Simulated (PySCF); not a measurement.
**Radial density of Ru⁺ (ruthenium, charge +1)**

UHF, [Kr] 4d6 5p1, one real determinant (an excited configuration). Computed with PySCF 2.14 in aug-cc-pVDZ-PP with ECP28MDF (5s5p4d2f, 54 functions), with a scalar-relativistic core potential. This is the valence pseudo-density: the core potential removes the inner electrons and smooths the orbitals near the nucleus.

| r (bohr) | 4πr²ρ (e/bohr) | 4πr²(ρα − ρβ) |
| --- | --- | --- |
| 0.0213 | 1.068e-05 | 0.0000 |
| 0.0359 | 2.785e-05 | 0.0000 |
| 0.0603 | 7.183e-05 | 0.0000 |
| 0.102 | 0.0002896 | 0.0000 |
| 0.171 | 0.002944 | 0.0007 |
| 0.287 | 0.05964 | 0.0150 |
| 0.483 | 1.568 | 0.2752 |
| 0.812 | 11.57 | 2.0156 |
| 1.37 | 9.457 | 2.8467 |
| 2.30 | 1.777 | 1.0504 |
| 3.87 | 0.3691 | 0.3352 |
| 6.50 | 0.03919 | 0.0390 |
| 10.9 | 0.0001613 | 0.0002 |

⟨L²⟩ = 8.05 against 12 for a pure F term, so this real determinant mixes terms. Energies and moments cover only the electrons outside the core potential.
